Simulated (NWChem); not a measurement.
System: CH2ClF; SMILES FCCl

```xyz
5

F      0.3751     1.5042     0.0000
C     -0.5755     0.5532     0.0000
Cl     0.1446    -1.0671     0.0000
H     -1.1900     0.6415     0.9078
H     -1.1900     0.6415    -0.9078
```
Atoms are numbered in this order, from 1.

Computed with NWChem. All runs use the structure optimised with PBE0/def2-SVP. B3LYP is NWChem's, with the RPA form of VWN correlation. Ions are spin-unrestricted doublets at the neutral geometry; other ion states weren't tried.

**Question.** What does the run give for B3LYP/def2-SVP? Quantities: vertical ionisation energy, ΔSCF (eV); −ε(HOMO) (eV).

**Answer.** 
- vertical ionisation energy, ΔSCF (eV): 11.43
- −ε(HOMO) (eV): 8.23
